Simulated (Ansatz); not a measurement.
SnClF3. Total charge 0; singlet. Geometry PBE-D4/def2-SVP, basis def2-TZVP, Ansatz.

Cartesian coordinates in Å:
```
Sn -0.0421 -0.0030 -0.0095
Cl 2.2166 0.1556 0.4979
F -0.9837 1.6145 0.4699
F -0.8732 -1.4660 0.9402
F -0.3175 -0.3011 -1.8984
```

```json
{"run": "A", "HOMO (eV)": "-9.27", "LUMO (eV)": "-5.37"}
{"run": "B", "HOMO (eV)": "-10.61", "LUMO (eV)": "-4.05"}
{"run": "C", "HOMO (eV)": "-13.08", "LUMO (eV)": "-1.81"}
{"run": "D", "HOMO (eV)": "-9.48", "LUMO (eV)": "-4.80"}
{"run": "E", "HOMO (eV)": "-12.92", "LUMO (eV)": "-1.88"}
{"run": "F", "HOMO (eV)": "-9.06", "LUMO (eV)": "-4.96"}
```

In the def2 sets Sn takes a core potential; there is no spin–orbit coupling.

**Question.** The runs used LDA (SPW92), PBE, PBE0, r2SCAN, ωB97M-V, ωB97X-V. Estimate which is which.

**Answer.** A LDA (SPW92) (0 % exact exchange); B PBE0 (25 % exact exchange); C ωB97X-V (range-separated); D r2SCAN (0 % exact exchange); E ωB97M-V (range-separated); F PBE (0 % exact exchange). Exact exchange lowers occupied and raises empty levels; among semilocal functionals meta-GGAs tend to open the gap a little, and such runs are hard to tell apart. The gap grows from 3.90 eV (LDA (SPW92)) to 11.28 eV (ωB97X-V).
